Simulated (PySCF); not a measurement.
Gas-phase reaction: SnHCl₃ + SnH₂ → 2 SnHCl + HCl

Computed with PySCF (xtb for GFN2) and rigid-rotor harmonic-oscillator thermochemistry at 1 bar. † marks an energy on the PBE0/def2-TZVP geometry and frequencies; other levels use their own. MP2 and CCSD(T) freeze the core. All species are closed-shell singlets. Sn: scalar-relativistic def2 core potential, no spin-orbit coupling. SnHCl₃, SnH₂, SnHCl: computed as isolated molecules; such fragments, hydroxides, amides, oligomers or adducts are transient or little studied in the gas. MP2 isn't extrapolated to the basis-set limit. CCSD(T) isn't extrapolated to the basis-set limit.

GFN2-xTB gives ΔH°(298 K) = -92 kJ.

### Question
What do PBE0/def2-SVP†, CCSD(T)/def2-TZVPP†, MP2/def2-TZVPP† give?

### Answer
PBE0/def2-SVP†: 52 kJ; CCSD(T)/def2-TZVPP†: 56 kJ; MP2/def2-TZVPP†: 56 kJ. For scale, ΔH°(298 K) is -92 kJ at this level, 59 kJ at ωB97M-V/def2-TZVP†, and runs from -92 to 78 kJ over the 18 levels computed († marks an energy on the PBE0/def2-TZVP geometry).
